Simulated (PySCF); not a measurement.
## SiH4SO3

The system: SiH4SO3, a small molecule; neutral, singlet. The structure, one conformer, was relaxed in the gas phase by PBE0-D3(BJ)/def2-SVP. No frequency run checks that it is a minimum.

SMILES: O[Si](O)(O)S

Coordinates in Å:
```
O1      0.378   -1.398   -0.673
Si2     0.079    0.077   -0.001
O3      1.015    0.145    1.354
O4      0.502    1.390   -0.908
S5     -2.032    0.175    0.279
H6      1.253   -1.749   -0.476
H7      1.129    1.013    1.753
H8     -0.041    1.562   -1.683
H9     -2.136   -1.161    0.449
```

Shieldings: GIAO PBE0/pcSseg-2. Shifts are against computed references at the same level: H TMS (σ 31.24 ppm), Si TMS (σ 341.3 ppm). Core levels by delta-SCF with SCAN, pcX-2 on the ionised atom and pcseg-1 elsewhere, spin-free X2C (2p3/2 is the spin-free 2p value less a third of a first-order spin-orbit splitting); from the vacuum level, for chosen atoms.

Problem. Give the shieldings and core levels atom by atom.

Solution. 
```
atoms   bonded to  σ (ppm)  δ (ppm)  core level (eV)
   O1  1 Si + 1 H    259.9        -        1s 539.02
  Si2   3 O + 1 S    376.0    -34.7     2p3/2 108.62
   O3  1 Si + 1 H    263.0        -        1s 539.00
   O4  1 Si + 1 H    244.0        -        1s 538.98
   S5  1 Si + 1 H    710.5        -     2p3/2 169.54
   H6         1 O    29.20     2.05                -
   H7         1 O    29.31     1.93                -
   H8         1 O    29.13     2.11                -
   H9         1 S    30.17     1.07                -
```

Values are those of this one static structure; atoms that internal rotation interchanges would show their mean in an NMR spectrum.

Problem. By CAM-B3LYP/def2-SVPD (TDDFT singlets, Tamm-Dancoff triplets, ionisation by delta-SCF), where does absorption start, and what does vertical ionisation take?

Solution. The lowest singlet lies at 6.22 eV (f 0.020), the strongest of the first 6 at 7.89 eV (f 0.093), the lowest triplet at 5.79 eV; vertical ionisation takes 10.15 eV.
